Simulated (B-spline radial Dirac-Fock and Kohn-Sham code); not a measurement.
The computed values come from an atomic code on a B-spline grid: independent-particle radiative and Coulomb Auger rates from relativistic LDA hole-state orbitals, with Dirac-Fock energies.

Q: A single inner-shell vacancy in a neutral atom gives this computed emission spectrum. Which element, which hole, and which lines?

| energy (eV) | relative intensity |
| --- | --- |
| 4282.9 | 4.1 |
| 4821.1 | 11.3 |
| 4839.5 | 100.0 |
| 5423.9 | 1.0 |
| 5611.5 | 1.8 |
| 5614.8 | 16.5 |
| 5684.7 | 0.2 |

A: Cerium (Z = 58), hole in L3 (2p3/2). In order of rising energy the lines are Lℓ (L3-M1), Lα2 (L3-M4), Lα1 (L3-M5), Lβ6 (L3-N1), Lβ15 (L3-N4), Lβ2 (L3-N5), Lβ7 (L3-O1).
